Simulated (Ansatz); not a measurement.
Reaction (hydrogenolysis of the Al–O bond): `C[O][Al]([NH2])[Cl]` + H₂ → `[NH2][AlH][Cl]` + CH₃OH

Computed with Ansatz on PBE0-D4/def2-TZVP structures; ΔE is electronic, products minus reactants. CCSD(T)/CBS is the MP2 limit (def2-TZVPP, def2-QZVPP) plus CCSD(T) − MP2 in def2-TZVPP, frozen cores. This one scheme is used for every species. Functionals use def2-TZVPP. One conformer a species, not always the lowest.

(1) Is it downhill or uphill in electronic energy at CCSD(T)/CBS, and by how much? (An estimate is asked.)

(2) What do these levels give: BLYP-D4, BHLYP-D4, RPA@PBE/def2-TZVPP, MP2/def2-TZVPP, CCSD/def2-TZVPP, CCSD/CBS(def2)? (Estimate.)

(3) What do rigid-rotor, harmonic-oscillator terms from PBE0-D4/def2-TZVP frequencies (298.15 K, 1 bar) make of the CCSD(T)/CBS value? (An estimate is asked.)

Largest T1 diagnostic among the species: 0.010.

Answers

(1) Computed: Uphill: ΔE = +111.1 kJ/mol.

(2) The calculation gave: BLYP-D4 114.5, BHLYP-D4 113.2, RPA@PBE/def2-TZVPP 106.3, MP2/def2-TZVPP 118.5, CCSD/def2-TZVPP 107.9, CCSD/CBS(def2) 108.6 kJ/mol.

(3) The calculation gave: ΔZPE = +15.3 kJ/mol, ΔH = +120.7 kJ/mol, ΔS = 31 J/(mol·K), ΔG = +111.5 kJ/mol.

At CCSD(T), def2-SVP lies −6.1 kJ/mol from the extrapolated value and def2-TZVPP −0.7 kJ/mol. In def2-TZVPP, CCSD(T) changes the Hartree–Fock value by +11.3 kJ/mol (the triples alone add +2.5 kJ/mol) and MP2 by +19.4 kJ/mol. The D4 term adds +9.1 kJ/mol with B3LYP and +5.2 kJ/mol with PBE0; it sums over pairs of atoms, weighted by their polarisabilities, and B3LYP, whose exchange is more repulsive, gets the larger term.

B3LYP here is the variant with VWN-RPA as its local correlation; programs differ in this.
